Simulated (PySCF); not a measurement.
A GIAO shielding run with PySCF 2.14 (density fitting, non-relativistic, gas phase) on `CN([SiH3])C[SiH2]N[SiH3]`, C$_{2}$H$_{14}$N$_{2}$Si$_{3}$:

```
$ OMP_NUM_THREADS=1 python probes_run.py task.json out

{"job": {"kind": "nmr", "xc": "PBE0", "basis": "pcSseg-1"}, "charge": 0, "multiplicity": 1}
C      0.867298     0.614985    -2.260441
N      1.419207     0.020652    -1.072808
Si     2.191639     0.992395     0.108706
C      0.838116    -1.268783    -0.761255
Si    -1.006444    -1.275762    -0.261793
N     -1.162698    -0.207044     1.083727
Si    -2.592358     0.382146     1.862049
H      1.455127     1.487039    -2.539123
H      0.897770    -0.106814    -3.082148
H     -0.174656     0.927019    -2.120483
H      1.325029     1.849690     0.946052
H      2.895889     0.055992     0.984302
H      3.093008     1.870065    -0.638963
H      0.968515    -1.920663    -1.633878
H      1.426378    -1.710496     0.044683
H     -1.884887    -0.836670    -1.352932
H     -1.371086    -2.648135     0.112081
H     -0.298134     0.184459     1.420098
H     -3.253003     1.403100     1.040206
H     -3.494533    -0.752559     2.050435
H     -2.149098     0.956326     3.133203
```

Hardware: 1 thread of an Intel Xeon, shared host. The job also computes population analyses, field gradients.

Q: How large is the calculation?

A: 82 electrons, 210 basis functions and 1153 auxiliary functions.

Q: How long does it take, and how much memory does it need?

A: 2.6 min of wall time, with 13 SCF cycles and 4 response iterations; peak memory 1 GiB. Times on a shared host scatter by some tens of per cent.
